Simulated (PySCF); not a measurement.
Species: CH11NSi3.
Atom-mapped SMILES: `[NH2:1][SiH2:2][CH:3]([SiH3:4])[SiH3:5]` (hydrogens: H6, H7 on N1; H8, H9 on Si2; H10 on C3; H11, H12, H13 on Si4; H14, H15, H16 on Si5)

Geometry (GFN2-xTB, Å), atoms numbered from 1 in this order:
```
atom  x, y, z in Å
N1     1.8383   -1.1489    0.2850
Si2    1.1104    0.1517    1.1470
C3    -0.5211    0.5528    0.2552
Si4   -1.7601   -0.8877    0.3063
Si5   -0.2544    1.2091   -1.5051
H6     2.6877   -1.5509    0.6456
H7     1.8881   -1.0892   -0.7190
H8     0.9069   -0.3640    2.5039
H9     1.9196    1.3840    1.2345
H10   -0.9716    1.3718    0.8240
H11   -2.0105   -1.2904    1.6939
H12   -3.0389   -0.4626   -0.2805
H13   -1.2620   -2.0373   -0.4501
H14    0.6901    2.3332   -1.4991
H15   -1.5200    1.6781   -2.0773
H16    0.2899    0.1592   -2.3756
```

Computed at PBE0/pcSseg-1 (PySCF, non-relativistic), with Q(14N) = 0.02044 b: N1, 14N (I = 1): χzz = -4.434 MHz, η = 0.336.

Problem. Where would the pure quadrupole (NQR) lines of 14N at N1 fall for the rigid, isolated species?

Solution. From ν± = (3/4)|χ|(1 ± η/3) and ν0 = |χ|η/2: ν+ 3.698 MHz, ν− 2.954 MHz, ν0 0.744 MHz (silicon-bound nitrogen).

In a crystal, neighbours and librations shift these lines. GFN2-xTB bond lengths can be off by several hundredths of an ångström, more for odd bonds, and the gradients follow them. The basis is small and wasn't made for field gradients, so the couplings can be 20 % off.

One conformer stands for the species.
